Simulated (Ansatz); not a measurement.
Born–Oppenheimer molecular dynamics of Cl2F2H2Si (7 atoms, charge 0, multiplicity 1). It starts at the highest image of a converged band. Of that band: Neighbouring images differ by up to 1.4 eV, so the band resolves the path poorly. A vibrational analysis at the climbing image gives one clearly imaginary mode, 969i cm⁻¹: a first-order saddle point.

Theory: RKS revPBE/6-31G* (Ansatz 0.2.0).

- ensemble: NVE (velocity Verlet)
- time step: 0.5 fs
- steps asked: 200
- starting velocities drawn for: 100 K
- seed: 2122

First frame:

```xyz
7
Properties=species:S:1:pos:R:3
Si -0.275 0.000 -0.019
H 0.061 0.000 1.622
F 1.349 0.000 -0.184
Cl -0.771 1.770 -0.952
Cl -0.771 -1.770 -0.952
F -1.920 0.000 0.974
H -0.948 0.000 1.661
```

Task: How far do the bonds stretch over the last three quarters of this one trajectory? (Pairs bonded in most of those frames.)

Result: 
```tsv
bond	mean (Å)	spread (Å)	shortest	longest
Si1–H2	1.495	0.036	1.44	1.59
Si1–F3	1.622	0.005	1.61	1.63
Si1–Cl4	2.075	0.036	2.02	2.12
Si1–Cl5	2.070	0.018	2.04	2.09
F6–H7	0.951	0.024	0.91	1.00
```

Mean temperature of the second half: 1749 K. The conserved energy stayed within 0.084 meV per atom of its start (net change -0.057 meV per atom), so the integration is sound. The kinetic energy rose, since the run started high on the potential surface and went downhill. It ends in pieces (Cl2FHSi + FH), so much of that is their flight and rotation, not heat. A run of 0.1 ps of so small a system gives no equilibrium averages. The orbitals stay closed-shell, which can raise the energy where a bond breaks towards radicals; this wasn't checked here.

The run took 4.2 min on 2 threads of Arm Neoverse V2 (shared host), peak memory 0.13 GiB.
